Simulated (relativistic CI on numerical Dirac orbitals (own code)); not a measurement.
Xe XXV: q coefficients and field-shift factors

Calculated at this level of theory: Dirac-Coulomb-Breit CI, separate exchange-only KLI orbitals for each configuration, derivatives by finite differences, unscaled Slater integrals, QED left out (own radial code, finite nucleus).

CI space (outside the closed core [Ar] 3d10): 4s2, 4s.4p, 4p2, 4s.4d, 4d2, 4s.4f, 4p.4d, 4f2. Levels of other configurations are missing.

With x = (α/α₀)² − 1 an excitation energy changes as ω = ω₀ + qx; K = 2q/ω₀ is the relative enhancement. Terms are leading LS components, so labels can repeat. The field-shift factor is F = δν/δ⟨r²⟩ for the transition from the lowest level.

Lowest level 4s2 1S_0.

| Level | ω₀ (cm⁻¹) | q (cm⁻¹) | K | F (GHz/fm²) |
| --- | --- | --- | --- | --- |
| 4s.4p 3P°_0 | 371360 | 29430 | 0.158 | -204 |
| 4s.4p 3P°_1 | 396203 | 42830 | 0.216 | -205 |
| 4s.4p 3P°_2 | 514756 | 187200 | 0.727 | -210 |
| 4s.4p 1P°_1 | 616072 | 178100 | 0.578 | -212 |
| 4p2 3P_0 | 864233 | 71700 | 0.166 | -413 |
| 4p2 3P_1 | 980445 | 221400 | 0.452 | -420 |
| 4p2 1D_2 | 985177 | 220600 | 0.448 | -408 |
| 4p2 3P_2 | 1119752 | 367000 | 0.656 | -410 |
| 4p2 1S_0 | 1191879 | 371200 | 0.623 | -422 |
| 4s.4d 3D_1 | 1247957 | 199900 | 0.32 | -207 |
| 4s.4d 3D_2 | 1257634 | 208900 | 0.332 | -208 |
| 4s.4d 3D_3 | 1275871 | 228100 | 0.358 | -207 |
| 4s.4d 1D_2 | 1361045 | 233000 | 0.342 | -234 |
| 4p.4d 3F°_2 | 1637979 | 233400 | 0.285 | -416 |
| 4p.4d 3F°_3 | 1697414 | 280200 | 0.33 | -415 |
| 4p.4d 3P°_2 | 1714071 | 267800 | 0.312 | -418 |
| 4p.4d 3D°_1 | 1725190 | 242700 | 0.281 | -418 |
| 4p.4d 3F°_4 | 1802991 | 414600 | 0.46 | -418 |
| 4p.4d 1D°_2 | 1813915 | 391900 | 0.432 | -422 |
| 4p.4d 3D°_3 | 1837092 | 374000 | 0.407 | -412 |
| 4p.4d 3P°_0 | 1838733 | 390900 | 0.425 | -423 |
| 4p.4d 3P°_1 | 1843213 | 392600 | 0.426 | -423 |
| 4p.4d 3P°_2 | 1857104 | 410600 | 0.442 | -423 |

At this charge energies of transitions that change n are usually good to better than 1 %, and those within a shell (Δn = 0) to a few per cent.
